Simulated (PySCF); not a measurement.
Electronic absorption of CH7FGeSi

CH₇FGeSi.
SMILES with atom numbers: `[CH3:1][Si@H:2]([F:3])[GeH3:4]` (hydrogens: H5, H6, H7 on C1; H8 on Si2; H9, H10, H11 on Ge4)

The calculation used PySCF 2.14.0, density-fitted response routines, TDDFT PBE0/def2-SVPD, vertical, gas phase, core orbitals frozen in the response. Geometry: PBE0-D3(BJ)/def2-SVP; no solvent, vibrations or thermal averaging. The PBE0/def2-SVPD calculation is non-relativistic and has no spin–orbit coupling, an omission that weighs most on germanium.

| state | E (eV) | ν̃ (cm⁻¹) | f | \|μ\| (D) | main configurations (H = HOMO, L = LUMO) |
| --- | --- | --- | --- | --- | --- |
| S1 | 6.63 | 53500 | 0.022 | 0.94 | H→L (97%) |
| S2 | 7.16 | 57720 | 0.041 | 1.23 | H→L+1 (95%) |
| S3 | 7.35 | 59270 | 0.106 | 1.95 | H→L+2 (89%) |
| S4 | 7.68 | 61930 | 0.016 | 0.75 | H-1→L (93%) |
| S5 | 7.89 | 63640 | 0.221 | 2.71 | H→L+3 (82%) |
| S6 | 8.16 | 65820 | 0.013 | 0.64 | H→L+4 (67%), H→L+5 (27%) |
| S7 | 8.31 | 67020 | 0.097 | 1.75 | H-1→L+1 (65%), H-3→L (9%) |
| S8 | 8.33 | 67170 | 0.027 | 0.93 | H-3→L (73%) |
| S9 | 8.44 | 68100 | 0.012 | 0.61 | H→L+5 (45%), H-2→L (18%), H→L+4 (16%) |
| S10 | 8.47 | 68350 | 0.044 | 1.17 | H-1→L+2 (65%), H-1→L+1 (10%) |

Triplets (Tamm–Dancoff): T1 5.85 eV, H→L (97%); T2 6.38 eV, H→L+1 (51%), H→L+2 (37%); T3 6.82 eV, H→L+2 (48%), H→L+1 (25%), H→L+3 (18%); T4 7.15 eV, H→L+3 (67%), H→L+1 (14%).

The lowest singlet comes at 187 nm (640 kJ/mol) in the vacuum ultraviolet; it is weak; its leading configuration is HOMO→LUMO (97%). The strongest level in the table is S5 at 7.89 eV (157 nm, f = 0.221). Löwdin shares by element: HOMO germanium 33%, silicon 27%, carbon 9%, fluorine 8% (atoms not listed hold the other 24%); LUMO silicon 32%, germanium 26%, hydrogen 9% or more, fluorine 9% (atoms not listed hold the other 24%). Weighted by f, the mean energy of these states is 7.84 eV. The oscillator strengths of these states sum to 0.600; summed over the whole spectrum of an exact calculation they would give the number of electrons, 68 (Thomas–Reiche–Kuhn). The listed states span 1.84 eV, and the widest gap between neighbours is 0.52 eV (S1 to S2). No computed singlet lies in the visible range (380 to 750 nm); the lowest, at 187 nm, stands 3.37 eV above its violet end (3.26 eV). All these states lie below the vertical ionisation energy of 10.09 eV (ΔSCF). Only the lowest 10 singlets were computed, as vertical energies without vibronic structure.

Hardware: an x86-64 server with one thread, no GPU, shared host. Cost: 61 s of wall time.
